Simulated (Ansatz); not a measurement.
Series GeX4: PBE0-D4/def2-TZVP single points in Ansatz on relaxed structures, gas phase. Binding counts from free atoms in the multiplicity of their measured ground term, without zero-point energy. A dash marks a value that wasn't run or was left out as unsound. The structures are stationary points that may keep the symmetry of their start. Remarks come from the PBE and PBE0 runs and from stability tests at other levels; not every state was tested. HOMO above LUMO (over both spins in singlets and doublets, within one spin in higher multiplets; at PBE or PBE0), or a gap under 0.15 eV within one spin, warns that the state may not be the lowest or that an electron is smeared out.

| species | atoms | state | geometry | HOMO (eV) | LUMO (eV) | gap (eV) | vertical IE (eV) | binding per atom (eV) | point group (within 0.1 Å) | remarks |
| --- | --- | --- | --- | --- | --- | --- | --- | --- | --- | --- |
| GeF4 | 5 | singlet | B3LYP-D4/def2-SVP | -12.68 | -1.97 | 10.71 | 15.21 | 3.88 | Td | gap within one spin near zero at PBE or PBE0 (+1 doublet) |
| GeH4 | 5 | singlet | B3LYP-D4/def2-TZVP | -9.65 | 1.07 | 10.72 | 12.19 | 2.51 | Td | gap within one spin near zero at PBE or PBE0 (+1 doublet) |
| GeCl4 | 5 | singlet | PBE-D4/def2-SVP | -9.68 | -2.65 | 7.03 | 11.59 | 2.92 | Td | gap within one spin near zero at PBE or PBE0 (+1 doublet) |
| Ge(OH)4 (GeO4H4) | 9 | singlet | PBE-D4/def2-SVP | -9.24 | -0.51 | 8.73 | 11.41 | 3.78 | – | gap within one spin near zero at PBE or PBE0 (+1 doublet) |
| Ge(NCO)4 (GeC4N4O4) | 13 | singlet | PBE-D4/def2-SVP | -9.27 | -1.41 | 7.86 | 10.86 | 5.49 | – | gap within one spin near zero at PBE or PBE0 (+1 doublet) |
| GeMe4 (C4H12Ge) | 17 | singlet | PBE-D4/def2-SVP | -8.06 | 0.78 | 8.84 | 9.90 | 3.83 | Td | gap within one spin near zero at PBE or PBE0 (+1 doublet) |
| Ge(SiH3)4 (Si4GeH12) | 17 | singlet | r2SCAN-D4/def2-SVP | -7.89 | -0.29 | 7.60 | 9.45 | 2.92 | – | gap within one spin near zero at PBE or PBE0 (+1 doublet) |
| Ge(eta1-allyl)4 (C12H20Ge) | 33 | singlet | r2SCAN-D4/def2-SVP | -6.63 | -0.14 | 6.49 | – | 4.33 | – | gap within one spin near zero at PBE or PBE0 (+1 doublet), HOMO above LUMO (+1 doublet) |

The gap (eV) runs from 6.49 (Ge(eta1-allyl)4) to 10.72 (GeH4). The vertical IE (eV) runs from 9.45 (Ge(SiH3)4) to 15.21 (GeF4).
